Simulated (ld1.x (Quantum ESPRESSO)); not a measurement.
# cadmium (Cd): excitation energies, all-electron against TM

```json
{
  "Element": "cadmium (Cd)",
  "Generator": "ld1.x (Quantum ESPRESSO) 7.5",
  "Type": "norm-conserving Troullier–Martins (Kleinman–Bylander form)",
  "Functional": "PBEsol",
  "Relativity": "fully relativistic",
  "Frozen core": "[Ar] 3d10 4s2",
  "Valence charge": "18",
  "Reference configuration": "4p6 4d10 5s1.5 5p0 (charge +0.5)",
  "Partial waves": "5s (bound): rc 1.70 bohr; 4p (bound): rc 0.85 bohr; 4d (bound): rc 1.85 bohr",
  "Local potential": "all-electron potential smoothed inside 2.10 bohr (lloc = -2)",
  "Core correction": "none"
}
```

Open shells are filled in proportion to 2j + 1 (rel_dist='average').

Energies are relative to the spin-unpolarised reference configuration 4p6 4d10 5s1.5 5p0; without spin polarisation the order of configurations can differ from experiment. Not all tests gave a result: 1 of 7 tests not solved or not reliable.

```csv
valence configuration,charge,ΔE all-electron (eV),error AE − PS (meV)
4p6 4d10 5s2 5p0,0,-3.732,+0.4
4p6 4d10 5s0 5p0,+2,22.675,-6.3
4p5 4d10 5s2 5p0,+1,70.543,-87
4p6 4d10 5s1 5p1,0,0.991,-352
4p6 4d10 5s0 5p2,0,6.019,-854
```

Task: What are ΔE and the potential's error for 4p6 4d9 5s0 5p0?

Result: ΔE = 60.671 eV all-electron; the error (AE − PS) is -50 meV.

Levels in the configuration 4p6 4d10 5s2 5p0:

```csv
level,all-electron (eV),pseudo (eV)
4p j=1/2,-70.896,-70.922
4p j=3/2,-65.047,-65.078
4d j=3/2,-12.150,-12.165
4d j=5/2,-11.452,-11.467
5s j=1/2,-5.700,-5.701
```

ld1.x printed “convergence not achieved” for 3 of the counted tests; their residual had stalled under 1e-8, short of the target of 1e-14.
